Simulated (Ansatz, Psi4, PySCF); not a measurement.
Br2Ga (SMILES [Br][Ga][Br]), doublet, at a GFN2-xTB geometry (such geometries of metal compounds can be far from the true shape) (the spin is typed, not shown lowest). Base run: B97M-V/STO-3G run with PySCF.

Geometry (Å):
```xyz
3

Ga     0.7442     0.3719     0.2686
Br    -0.6431     1.4027    -1.4208
Br    -0.0161    -1.7321     1.1829
```
Charge 0, spin multiplicity 2.
Orbitals are unrestricted.
All else is at PySCF's defaults.

The same geometry, method and basis name were run in Ansatz (a first-principles code) and Psi4 and PySCF, at each program's defaults and at the settings that a row names. The base is PySCF at its defaults. Differences at the defaults can come from grids, fitting, cores and function types together.

```json
[
 {"code and settings": "PySCF, defaults (exact integrals, its default grid, spherical functions)", "ΔE vs base (µEh)": "0.0", "basis functions": "54", "E (Eh)": "-6993.77718", "SCF cycles": "24", "dipole (D)": "0.43"},
 {"code and settings": "Psi4, defaults (density fitting with its default set, its default grid, spherical functions)", "ΔE vs base (µEh)": "-6297", "basis functions": "54", "E (Eh)": "-6993.78348", "SCF cycles": "48", "dipole (D)": "0.42"},
 {"code and settings": "Ansatz, defaults (factorised integrals, its default grid, spherical functions)", "ΔE vs base (µEh)": "28.8", "basis functions": "54", "E (Eh)": "-6993.77715", "SCF cycles": "-", "dipole (D)": "-"},
 {"code and settings": "PySCF, density fitting with def2-universal-jkfit", "ΔE vs base (µEh)": "-5328", "basis functions": "54", "E (Eh)": "-6993.78251", "SCF cycles": "24", "dipole (D)": "0.43"},
 {"code and settings": "PySCF, fine grid", "ΔE vs base (µEh)": "31.4", "basis functions": "54", "E (Eh)": "-6993.77715", "SCF cycles": "23", "dipole (D)": "0.43"},
 {"code and settings": "Psi4, exact integrals, spherical functions, fine grid", "ΔE vs base (µEh)": "-73.1", "basis functions": "54", "E (Eh)": "-6993.77725", "SCF cycles": "53", "dipole (D)": "0.43"},
 {"code and settings": "Ansatz, high accuracy", "ΔE vs base (µEh)": "30.6", "basis functions": "54", "E (Eh)": "-6993.77715", "SCF cycles": "-", "dipole (D)": "-"}
]
```

Open shells are given as the SCF converged; they aren't shown to be the lowest states, and a large step between rows can be another state.
